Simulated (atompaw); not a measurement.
magnesium: PAW (atompaw) pseudisation with PBE, scalar-relativistic reference atom.

Mg (Z = 12), PAW, made with atompaw 4.2.0.5 (PBE, scalar-relativistic). Core [Ne], reference 3s1.5 3p0.5. Waves: 3s (bound): rc 2.85 bohr; 3s channel at 0.55 Ry: rc 2.85 bohr; 3p (bound): rc 2.85 bohr; 3p channel at 0.2 Ry: rc 2.85 bohr. Local part: troulliermartins scheme with l = 2 at 0.5 Ry, radius 2.30 bohr. Core correction: smooth core density matched at 1.80 bohr. Augmentation charge: sinc compensation charge, radius 2.85 bohr; PAW radius 2.85 bohr; waves and projectors: custom rrkj gramschmidtortho.

All-electron outer shells of the reference configuration (PBE, scalar-relativistic, ld1.x):

```json
{"shell": "2s", "level (eV)": "-80.92", "outermost node (bohr)": "0.18", "outermost maximum (bohr)": "0.54"}
{"shell": "2p", "level (eV)": "-47.68", "outermost node (bohr)": "–", "outermost maximum (bohr)": "0.48"}
{"shell": "3s", "level (eV)": "-5.22", "outermost node (bohr)": "0.90", "outermost maximum (bohr)": "2.53"}
{"shell": "3p", "level (eV)": "-1.73", "outermost node (bohr)": "0.95", "outermost maximum (bohr)": "3.41"}
```

Results:

```
Cutoffs needed                                           : 6 Ry and 6 Ry (the cutoffs (Ry, on a coarse ladder) from which the occupation-weighted sum of valence levels, in a spherical-Bessel basis at the reference potential, stays within 10 and 1 mRy of its value at 400 Ry)
Ghost test                                               : no extra level below or beside the all-electron valence levels (s, p, d, f tested) (spherical-Bessel basis up to 400 Ry, 20 bohr box)
Lowest eigenvalue of the overlap operator                : 0.39 (s channel)
Overlap eigenvalues printed by atompaw (projector basis) : 0.00411, 0.244, 1.75, 15.2
Share of each valence orbital outside the PAW sphere     : 3s 52 %, 3p 78 %
```

Generation and tests took about 1.6 s on one core of a shared server CPU.
